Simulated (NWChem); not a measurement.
The numbers come from NWChem runs, not from measurements. System: H₆Al₂O₂, charge 0, spin multiplicity 1, at a geometry optimised with PBE/def2-SVP. The structure started from a generated list of species. Level: TD-PBE/6-31+G* (spherical d).

Input file:

```
start mol
memory heap 200 mb stack 900 mb global 1100 mb
geometry units angstroms nocenter noautoz
  Al     0.000000     0.000000    -1.439845
  Al     0.000000     0.000000     1.439845
  O      0.068227    -1.225020     0.000000
  H     -0.422883    -2.064339     0.000000
  H     -1.392547    -0.185471    -2.204255
  H      1.392547     0.185471    -2.204255
  O     -0.068227     1.225020     0.000000
  H      0.422883     2.064339     0.000000
  H     -1.392547    -0.185471     2.204255
  H      1.392547     0.185471     2.204255
  symmetry group C2h
end
basis spherical
  * library 6-31+g*
end
dft
  xc xpbe96 cpbe96
  semidirect memsize 60000000 filesize 0
  iterations 100
end
tddft
  rpa
  nroots 5
  notriplet
  thresh 1e-4
end
task tddft energy
```

Output (cleaned and shortened):

```
             Northwest Computational Chemistry Package (NWChem) 7.3.0
             --------------------------------------------------------

                                NWChem Input Module
                                -------------------

 Scaling coordinates for geometry "geometry" by  1.889725989
 (inverse scale =  0.529177249)

 Turning off AUTOSYM since
 SYMMETRY directive was detected!

                             Geometry "geometry" -> ""
                             -------------------------

 Output coordinates in angstroms (scale by  1.889725989 to convert to a.u.)

  No.       Tag          Charge          X              Y              Z
 ---- ---------------- ---------- -------------- -------------- --------------
    1 Al                  13.0000     0.00000000     0.00000000    -1.43984500
    2 Al                  13.0000     0.00000000     0.00000000     1.43984500
    3 O                    8.0000     0.06822700    -1.22502000     0.00000000
    4 H                    1.0000    -0.42288300    -2.06433900     0.00000000
    5 H                    1.0000    -1.39254700    -0.18547100    -2.20425500
    6 H                    1.0000     1.39254700     0.18547100    -2.20425500
    7 O                    8.0000    -0.06822700     1.22502000     0.00000000
    8 H                    1.0000     0.42288300     2.06433900     0.00000000
    9 H                    1.0000    -1.39254700    -0.18547100     2.20425500
   10 H                    1.0000     1.39254700     0.18547100     2.20425500

 Effective nuclear repulsion energy (a.u.)     221.4809547624

            Nuclear Dipole moment (a.u.)
            ----------------------------
        X                 Y               Z
 ---------------- ---------------- ----------------
     0.0000000000     0.0000000000     0.0000000000

      Symmetry information
      --------------------

 Group name             C2h
 Group number             21
 Group order               4
 No. of unique centers     4

      Symmetry unique atoms

     1    3    4    5


 Summary of "ao basis" -> "" (spherical)
 ------------------------------------------------------------------------------
[...]
     Magnetic Dipole                               0.0000000000
     Total Oscillator Strength                     0.0009469163

          sigma_e =   3.1038 Angstrom
          sigma_h =   2.6176 Angstrom
         |d_h->e| =   0.0000 Angstrom
            d_exc =   4.1450 Angstrom
            d_CD1 =   0.4862 Angstrom
            d_CD2 =  -2.8607 Angstrom
            d_CD3 =   4.1450 Angstrom
     Pearson C.C. =  -0.0428

     Occ.   23  bg  ---  Virt.   25  bu  -0.99861 X
  ----------------------------------------------------------------------------
  Root   3 singlet bu             0.209761289 a.u.                5.7079 eV
  ----------------------------------------------------------------------------
     Transition Moments    X  0.26411   Y  0.18864   Z  0.00000
     Transition Moments   XX  0.00000  XY -0.00000  XZ -0.00000
     Transition Moments   YY -0.00000  YZ -0.00000  ZZ -0.00000
     Dipole Oscillator Strength                    0.0147309307
     Electric Quadrupole                           0.0000000000
     Magnetic Dipole                               0.0000000000
     Total Oscillator Strength                     0.0147309307

          sigma_e =   2.9998 Angstrom
          sigma_h =   2.5421 Angstrom
         |d_h->e| =   0.0000 Angstrom
            d_exc =   3.9508 Angstrom
            d_CD1 =   0.4577 Angstrom
            d_CD2 =  -2.7710 Angstrom
            d_CD3 =   3.9508 Angstrom
     Pearson C.C. =  -0.0096

     Occ.   24  bu  ---  Virt.   26  ag  -0.99814 X
  ----------------------------------------------------------------------------
  Root   4 singlet bg             0.221170717 a.u.                6.0184 eV
  ----------------------------------------------------------------------------
     Transition Moments    X -0.00000   Y -0.00000   Z  0.00000
     Transition Moments   XX -0.00000  XY  0.00000  XZ -0.27003
     Transition Moments   YY -0.00000  YZ -0.12338  ZZ  0.00000
     Dipole Oscillator Strength                    0.0000000000
     Electric Quadrupole                           0.0000000051
     Magnetic Dipole                               0.0000041954
     Total Oscillator Strength                     0.0000042005

          sigma_e =   2.9859 Angstrom
          sigma_h =   2.6173 Angstrom
         |d_h->e| =   0.0000 Angstrom
            d_exc =   3.9792 Angstrom
            d_CD1 =   0.3685 Angstrom
            d_CD2 =  -2.8016 Angstrom
            d_CD3 =   3.9792 Angstrom
     Pearson C.C. =  -0.0044

     Occ.   23  bg  ---  Virt.   26  ag  -0.99843 X
  ----------------------------------------------------------------------------
  Root   5 singlet au             0.233981478 a.u.                6.3670 eV
  ----------------------------------------------------------------------------
     Transition Moments    X -0.00000   Y -0.00000   Z -0.13925
     Transition Moments   XX -0.00000  XY -0.00000  XZ -0.00000
     Transition Moments   YY  0.00000  YZ -0.00000  ZZ  0.00000
     Dipole Oscillator Strength                    0.0030246576
     Electric Quadrupole                           0.0000000000
     Magnetic Dipole                               0.0000000000
     Total Oscillator Strength                     0.0030246576

          sigma_e =   3.4056 Angstrom
          sigma_h =   2.5390 Angstrom
         |d_h->e| =   0.0000 Angstrom
            d_exc =   4.1947 Angstrom
            d_CD1 =   0.8667 Angstrom
            d_CD2 =  -2.9723 Angstrom
            d_CD3 =   4.1947 Angstrom
     Pearson C.C. =   0.0260

     Occ.   24  bu  ---  Virt.   27  bg  -0.99831 X

              Target root =      1
          Target symmetry = none
      Ground state energy =   -638.572523438611
        Excitation energy =      0.186656095020
     Excited state energy =   -638.385867343591

  stored tddft:energy   -638.38586734359058

 Task  times  cpu:       32.9s     wall:       32.9s

 Total times  cpu:       32.9s     wall:       32.9s
```
